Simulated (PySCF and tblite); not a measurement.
2 regioisomers of C₇H₁₂O:

```csv
isomer,SMILES
A,[CH3:1][C@:2]12[CH2:3][CH2:4][C@H:5]([CH2:6][CH2:7]1)[O:8]2
B,[CH3:1][C@@H:2]1[CH2:3][C@H:4]2[CH2:5][CH2:6][C@@H:7]1[O:8]2
```

Computed spectrum of one of them (conformer average at 298.15 K; GFN2-xTB geometries, energies BLYP/pcSseg-1 (D3(BJ) added where defined), GIAO shieldings BLYP/pcSseg-1; references on GFN2-xTB geometries), in ppm: ¹H (against TMS): 4.54 (1H), 4.00 (1H), 1.71 (1H), 1.66 (1H), 1.64 (1H), 1.57 (1H), 1.33 (1H), 1.27 (1H), 1.12 (1H), 1.02 (3H). ¹³C (against TMS): 89.2 (1C), 84.1 (1C), 45.4 (1C), 45.3 (1C), 35.1 (1C), 35.0 (1C), 24.9 (1C). Of the H, only those on carbon are given.

Which isomer is it?

B. It shows 7 carbon signals, which only B gives by symmetry. Assigned: ¹H (against TMS): 4.54 (H4, 1H), 4.00 (H7, 1H), 1.71 (H6a, 1H), 1.66 (H5a, 1H), 1.64 (H2, 1H), 1.57 (H3a, 1H), 1.33 (H6b, 1H), 1.27 (H5b, 1H), 1.12 (H3b, 1H), 1.02 (H1, 3H). ¹³C (against TMS): 89.2 (C7), 84.1 (C4), 45.4 (C3), 45.3 (C2), 35.1 (C6), 35.0 (C5), 24.9 (C1). For comparison, at another level (GFN2-xTB geometries, energies PBE0/pcSseg-1 (D3(BJ) added where defined), GIAO shieldings PBE0/pcSseg-1) the isomers give: A: ¹H (against TMS): 4.42 (H5, 1H), 1.87 (H4a/H6a, 2H), 1.49 (H1, 3H), 1.42 (H3a/H7a, 2H), 1.36 (H3b/H7b, 2H), 1.36 (H4b/H6b, 2H). ¹³C (against TMS): 85.3 (C2), 79.2 (C5), 39.3 (C3/C7), 35.4 (C4/C6), 23.2 (C1). B: ¹H (against TMS): 4.44 (H4, 1H), 3.92 (H7, 1H), 1.72 (H6a, 1H), 1.68 (H5a, 1H), 1.51 (H2, 1H), 1.46 (H3a, 1H), 1.24 (H6b, 1H), 1.18 (H5b, 1H), 1.13 (H3b, 1H), 1.00 (H1, 3H). ¹³C (against TMS): 84.0 (C7), 79.2 (C4), 42.7 (C3), 41.5 (C2), 32.9 (C6), 32.8 (C5), 23.5 (C1).

Shifts are unscaled: against experiment ¹³C can be off by 15 ppm or more and ¹H by 0.8 ppm.
